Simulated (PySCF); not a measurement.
CH5BFNO.

```xyz
10

N      1.3731     0.5624     0.0000
B     -0.0290     0.5671     0.0000
O     -0.8189     1.6854     0.0000
C     -0.7786    -0.8320     0.0000
F      0.1242    -1.8856     0.0000
H      1.8577    -0.3260     0.0000
H      1.9756     1.3731     0.0000
H     -0.3279     2.5114     0.0000
H     -1.4333    -0.9264    -0.8855
H     -1.4333    -0.9264     0.8855
```

Geometry optimised at PBE0-D3(BJ)/def2-SVP. The structure was generated by enumeration, and PubChem lists no compound with its InChIKey, so it may never have been made. The values are those of a single conformer.

Calculation: PBE/pcSseg-1 (PySCF). Non-relativistic, no solvent.

**Question.** Give the absolute GIAO shielding of each atom: isotropic value and principal components (ppm). (An estimate is asked for; the answer gives what the named calculation found.)

**Answer.** 
| atom | σ(iso) | σ11 | σ22 | σ33 | span |
|---|---|---|---|---|---|
| N1 | 189.7 | 126.4 | 206.7 | 236.0 | 109.6 |
| B2 | 66.2 | 40.2 | 60.3 | 98.2 | 58.0 |
| O3 | 231.7 | 150.4 | 247.4 | 297.2 | 146.8 |
| C4 | 101.1 | 59.2 | 70.7 | 173.3 | 114.2 |
| F5 | 462.4 | 433.2 | 471.5 | 482.5 | 49.3 |
| H6 | 27.9 | 21.5 | 27.8 | 34.4 | 12.9 |
| H7 | 29.1 | 24.8 | 25.0 | 37.5 | 12.7 |
| H8 | 28.3 | 22.7 | 24.8 | 37.5 | 14.7 |
| H9 | 26.7 | 22.9 | 26.3 | 31.0 | 8.1 |
| H10 | 26.7 | 22.9 | 26.3 | 31.0 | 8.1 |
